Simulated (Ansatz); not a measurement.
Species: SF₂ (charge -1, doublet). 
Structure (B3LYP-D3(BJ)/def2-TZVP (Ansatz, a program for electronic structure) minimum search):
```xyz
3

F      0.0000     0.0000    -1.8569
S      0.0000     0.0000     0.0000
F      0.0000     0.0000     1.8569
```
Charge -1, spin multiplicity 2.

Basis-set convergence of Hartree-Fock and MP2 correlation energies (hartree) with Ansatz. Correlated levels leave the core frozen unless marked. UHF or UKS for open shells. Spin-orbit coupling is left out. No relativistic terms.

| basis | functions | E(HF) | E(corr, MP2) |
|---|---|---|---|
| aug-cc-pV(D+d)Z | 78 | -596.41596 | -0.57294 |
| aug-cc-pV(T+d)Z | 147 | … | … |

Problem. What belongs in the gaps?

Solution. 
- aug-cc-pV(T+d)Z, E(HF): -596.47648
- aug-cc-pV(T+d)Z, E(corr, MP2): -0.71727
